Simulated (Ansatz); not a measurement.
Several settings on one geometry of CrMe2 (C₂H₆Cr) (that of the charge 0 quintet, PBE-D4/def2-TZVP). Ansatz on 2 threads of Intel Xeon 6975P-C on a shared host; times are rough.

Cartesian coordinates in Å:
```
Cr 0.955 -0.504 0.001
C 0.001 0.008 1.701
H -0.131 1.099 1.775
H 0.640 -0.334 2.538
H -0.980 -0.487 1.776
C -0.003 -0.007 -1.701
H -0.987 -0.496 -1.765
H 0.631 -0.363 -2.536
H -0.128 1.084 -1.788
```

Totals from different functionals, basis sets or treatments of relativity can't be compared as stabilities.

The spins typed aren't always the lowest for that charge.

Task: Give the basis size and estimate the energy, ⟨S²⟩, dipole and time of these runs.

```tsv
run	method	charge	state	further keys
1	UKS B97M-V/def2-SVPD	0	septet	scf: {omitted_lower_state_checks: [starts]}; forces asked
2	ROKS RPBE-D4/aug-cc-pVDZ	0	quintet	scf: {omitted_lower_state_checks: [starts]}; forces asked
3	UKS r2SCAN50/def2-mTZVP	-1	doublet	scf: {lower_state_search: off}; forces asked
4	UKS PBEsol-D3(BJ)-ATM/def2-mTZVP	0	quintet	scf: {lower_state_search: off}
```

Result: 
```
run  functions  energy (Eh)   ⟨S²⟩  dipole (D)  wall time
  1        122   -1123.6992  12.01        0.18      7.5 s
  2        159   -1124.2563      –        1.74      4.7 s
  3         89   -1124.0620   2.50           –      5.5 s
  4         89   -1122.5023   6.08           –      0.9 s
```

The highest occupied level of an anion often lies above zero with these methods, and sets without diffuse functions describe the outer electron poorly. At UKS r2SCAN50/def2-mTZVP the charge -1 doublet is spin-contaminated (final ⟨S²⟩ up to 2.50, 0.75 for a pure state).
